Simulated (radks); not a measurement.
Neutral promethium inside a hard spherical wall (all orbitals vanish at R), configuration held at [Xe] 4f5 6s2 and not refilled when levels cross. All-electron calculation, scalar-relativistic Kohn-Sham, PBEsol, spin-polarised, spherical densities, finite nucleus; open shells are filled with parallel spins first (spin-orbit coupling, left out, can overturn this in heavy ions); Fermi nuclear charge, rms radius 4.962 fm. Program: a radial shooting solver on a logarithmic mesh with Libxc functionals. Eigenvalues in eV for spin up, with the zero of energy where the potential of the charges vanishes at infinity; a dash marks a level that is unbound or too diffuse for the functional's potential to be trusted. A positive occupied level is held by the wall or, in an anion where self-interaction has pushed it up, behind a barrier. The pressure on the wall is -dE/dV.

[
 {"R (bohr)": "free", "E (hartree)": "-10016.5269", "kinetic (hartree)": "10681.581", "e(5s)": "-42.678", "e(5p)": "-23.286", "e(6s)": "-3.641", "e(4f)": "-3.189", "e(5d, empty)": "-2.020", "e(6p, empty)": "-1.235", "pressure (GPa)": "0"},
 {"R (bohr)": "15", "E (hartree)": "-10016.5268", "kinetic (hartree)": "10681.581", "e(5s)": "-42.674", "e(5p)": "-23.282", "e(6s)": "-3.638", "e(4f)": "-3.185", "e(5d, empty)": "-2.016", "e(6p, empty)": "-1.218", "pressure (GPa)": "0.000308"},
 {"R (bohr)": "12", "E (hartree)": "-10016.5263", "kinetic (hartree)": "10681.586", "e(5s)": "-42.630", "e(5p)": "-23.238", "e(6s)": "-3.605", "e(4f)": "-3.142", "e(5d, empty)": "-1.977", "e(6p, empty)": "-1.122", "pressure (GPa)": "0.00865"},
 {"R (bohr)": "8", "E (hartree)": "-10016.5043", "kinetic (hartree)": "10681.723", "e(5s)": "-41.875", "e(5p)": "-22.497", "e(6s)": "-2.920", "e(4f)": "-2.397", "e(5d, empty)": "-1.303", "e(6p, empty)": "0.163", "pressure (GPa)": "0.739"},
 {"R (bohr)": "7", "E (hartree)": "-10016.4716", "kinetic (hartree)": "10681.879", "e(5s)": "-41.226", "e(5p)": "-21.868", "e(6s)": "-2.167", "e(4f)": "-1.751", "e(5d, empty)": "-0.687", "e(6p, empty)": "1.417", "pressure (GPa)": "2.37"},
 {"R (bohr)": "6", "E (hartree)": "-10016.3900", "kinetic (hartree)": "10682.218", "e(5s)": "-40.145", "e(5p)": "-20.833", "e(6s)": "-0.572", "e(4f)": "-0.654", "e(5d, empty)": "0.431", "e(6p, empty)": "3.926", "pressure (GPa)": "8.22"},
 {"R (bohr)": "5", "E (hartree)": "-10016.1699", "kinetic (hartree)": "10683.060", "e(5s)": "-38.259", "e(5p)": "-19.056", "e(6s)": "3.136", "e(4f)": "1.342", "e(5d, empty)": "2.628", "e(6p, empty)": "9.396", "pressure (GPa)": "33.6"},
 {"R (bohr)": "3.5", "E (hartree)": "-10014.5092", "kinetic (hartree)": "10689.344", "e(5s)": "-30.395", "e(5p)": "-11.312", "e(6s)": "25.189", "e(4f)": "10.551", "e(5d, empty)": "13.459", "e(6p, empty)": "38.094", "pressure (GPa)": "523"},
 {"R (bohr)": "3", "E (hartree)": "-10012.3572", "kinetic (hartree)": "10697.175", "e(5s)": "-23.355", "e(5p)": "-3.675", "e(6s)": "48.639", "e(4f)": "19.087", "e(5d, empty)": "24.183", "e(6p, empty)": "65.952", "pressure (GPa)": "1680"},
 {"R (bohr)": "2.5", "E (hartree)": "-10006.9457", "kinetic (hartree)": "10715.499", "e(5s)": "-9.066", "e(5p)": "12.783", "e(6s)": "98.478", "e(4f)": "35.186", "e(5d, empty)": "46.677", "e(6p, empty)": "122.25", "pressure (GPa)": "6400"},
 {"R (bohr)": "1.5", "E (hartree)": "-9935.0050", "kinetic (hartree)": "10928.963", "e(5s)": "146.73", "e(5p)": "191.48", "e(6s)": "546.15", "e(4f)": "146.42", "e(5d, empty)": "260.67", "e(6p, empty)": "594.45", "pressure (GPa)": "225000"}
]
